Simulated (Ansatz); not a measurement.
Consider the ligand exchange at the Hf–N bond: `[NH2][Hf]([OH])([F])[Cl]` + HBr → `[OH][Hf]([F])([Cl])[Br]` + NH₃.

Gas-phase electronic energies from Ansatz, PBE0-D4/def2-TZVP geometries. CCSD(T)/CBS adds triple-zeta CCSD(T) − MP2 to the extrapolated MP2 energy (def2 sets, frozen cores). This one scheme is used for every species. DFT in def2-TZVPP. B3LYP here is the variant with VWN-RPA as its local correlation; programs differ in this. HSE06 is defined as in plane-wave codes. Elements past krypton have def2 core potentials. For Br, Hf outer-core shells are correlated without core-valence functions, which leaves a few kJ/mol of doubt a bond. Scalar relativity is left out up to krypton. Each species was taken in one conformer, which may not be the lowest.

| level | ΔE (kcal/mol) | difference from CCSD(T)/CBS |
| --- | --- | --- |
| LDA (SPW92) | -21.1 | 2.1 |
| revPBE-D4 | -21.8 | 1.4 |
| BLYP-D4 | -21.1 | 2.1 |
| r2SCAN-D4 | -23.5 | -0.3 |
| B97M-V | -23.7 | -0.5 |
| PBE0-D4 | -23.3 | -0.1 |
| B3LYP-D4 | -22.2 | 1.0 |
| r2SCAN0-D4 | -24.1 | -0.9 |
| HSE06-D4 | -23.4 | -0.2 |
| BHLYP-D4 | -23.8 | -0.6 |
| ωB97X-V | -22.4 | 0.8 |
| ωB97M-V | -22.6 | 0.6 |
| B2PLYP | -22.9 | 0.3 |
| PBE-QIDH | -24.2 | -1.0 |
| PBE | -22.1 | 1.1 |
| revPBE | -22.3 | 0.9 |
| r2SCAN | -23.5 | -0.3 |
| PBE0 | -23.3 | -0.1 |
| B3LYP | -22.1 | 1.1 |
| r2SCANh | -23.7 | -0.5 |
| r2SCAN0 | -24.1 | -0.9 |
| HSE06 | -23.3 | -0.1 |
| BHLYP | -23.3 | -0.1 |
| CAM-B3LYP | -21.4 | 1.8 |
| LC-ωPBE | -21.9 | 1.3 |
| RPA@PBE/def2-TZVPP | -21.7 | 1.5 |
| HF/def2-SVP | -23.0 | 0.2 |
| MP2/def2-SVP | -21.5 | 1.7 |
| CCSD/def2-SVP | -20.2 | 3.0 |
| CCSD(T)/def2-SVP | -20.4 | 2.8 |
| HF/def2-TZVPP | -25.2 | -2.0 |
| MP2/def2-TZVPP | -23.8 | -0.6 |
| SCS-MP2/def2-TZVPP | -23.1 | 0.1 |
| CCSD/def2-TZVPP | -22.6 | 0.6 |
| CCSD(T)/def2-TZVPP | -22.7 | 0.5 |
| HF/def2-QZVPP | -25.2 | -2.0 |
| MP2/def2-QZVPP | -24.1 | -0.9 |
| SCS-MP2/def2-QZVPP | -23.3 | -0.1 |
| HF/CBS(def2) | -25.2 | -2.0 |
| MP2/CBS(def2) | -24.4 | -1.2 |
| CCSD(T)/CBS | -23.2 | 0 |

Largest T1 diagnostic among the species: 0.015.

At CCSD(T), def2-SVP lies +2.8 kcal/mol from the extrapolated value and def2-TZVPP +0.5 kcal/mol. From PBE to PBE0 (25 % exact exchange), in def2-TZVPP and without D4, ΔE moves by −1.1 kcal/mol.
